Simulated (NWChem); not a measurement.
System: C₄H₄F₂; SMILES C=C(F)/C=C\F

Here is an NWChem input.

```
start job
memory heap 200 mb stack 900 mb global 1100 mb
geometry units angstroms noautoz
  C      0.331509     2.234875     0.000000
  C      0.006438     0.937253     0.000000
  F     -1.278692     0.580030     0.000000
  C      0.952527    -0.164906     0.000000
  C      0.681149    -1.475034     0.000000
  F     -0.536600    -1.986856     0.000000
  H     -0.447457     2.998146     0.000000
  H      1.377599     2.539524     0.000000
  H      2.009925     0.105904     0.000000
  H      1.461434    -2.242142     0.000000
end
basis spherical
  * library def2-svp
end
dft
  xc xpbe96 cpbe96
  iterations 150
  mulliken
end
task dft energy
```

The geometry was optimised at PBE0/def2-SVP.

**Question.** Predict the main results of this run. (PBE/def2-SVP.) Quantities: energy (Ha); highest occupied level (eV); orbital gap (eV); dipole (D).

**Answer.** energy (Ha): -353.81
highest occupied level (eV): -5.61
orbital gap (eV): 3.88
dipole (D): 2.06
